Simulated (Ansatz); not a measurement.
Consider the redistribution: `N[Si@H](F)N[Si@@H](N)Cl` + `O[SiH3]` → `N[SiH](O)F` + `N[SiH](Cl)N[SiH3]`.

Computed with Ansatz on PBE0-D4/def2-TZVP structures; ΔE is electronic, products minus reactants. CBS: MP2 limit from def2 TZ/QZ plus the TZ coupled-cluster correction, frozen cores. This one scheme is used for every species. Functionals use def2-TZVPP. B3LYP here is the variant with VWN-RPA as its local correlation; programs differ in this. One conformer a species, not always the lowest.

`N[Si@H](F)N[Si@@H](N)Cl`:

```xyz
14

N    -1.506   -1.482   -1.777
Si   -1.121   -0.619   -0.361
F    -2.392    0.319   -0.101
N     0.309    0.273   -0.663
Si    1.497    0.802    0.448
N     0.722    1.247    1.889
Cl    2.845   -0.660    1.003
H    -2.451   -1.791   -1.937
H    -0.837   -2.111   -2.190
H    -0.940   -1.376    0.893
H     0.459    0.536   -1.628
H     2.314    1.820   -0.254
H     1.178    1.187    2.783
H    -0.079    1.856    1.894
```

`O[SiH3]`:

Z-matrix (Å, degrees):
```
Si
O 1 1.648
H 1 1.489 2 111.7
H 1 1.489 2 111.7 3 120.9
H 1 1.481 2 105.9 3 -119.6
H 2 0.957 1 117.9 3 -60.5
```

`N[SiH](O)F`:

Cartesian coordinates in Å:
```
N 0.411 -0.253 1.084
Si 0.091 0.340 -0.476
O -0.953 -0.634 -1.259
F -0.502 1.801 -0.229
H 0.681 0.373 1.824
H 0.767 -1.183 1.231
H 1.224 0.491 -1.407
H -1.719 -0.936 -0.767
```

`N[SiH](Cl)N[SiH3]`:

Cartesian coordinates in Å:
```
N 0.482 0.982 2.062
Si -0.346 0.893 0.582
Cl -2.213 -0.005 0.636
N 0.541 -0.076 -0.507
Si -0.012 -1.255 -1.654
H 0.765 0.146 2.547
H 0.281 1.733 2.704
H -0.599 2.289 0.167
H 1.536 0.102 -0.520
H -0.504 -2.495 -1.002
H -1.095 -0.718 -2.515
H 1.164 -1.595 -2.498
```

```tsv
level	ΔE (kJ/mol)
PBE-D4	-7.7
r2SCAN-D4	-7.4
PBE	-8.7
B3LYP	-7.3
HF/def2-TZVPP	-5.8
MP2/def2-TZVPP	-7.6
SCS-MP2/def2-QZVPP	-7.3
HF/CBS(def2)	-5.9
```

Task: What does CCSD(T)/CBS give? (Best estimate.)

Result: Computed: -8.0 kJ/mol. The listed levels differ from it by 0.3, 0.6, -0.7, 0.7, 2.2, 0.4, 0.7, 2.1 kJ/mol.

Largest T1 diagnostic among the species: 0.011.
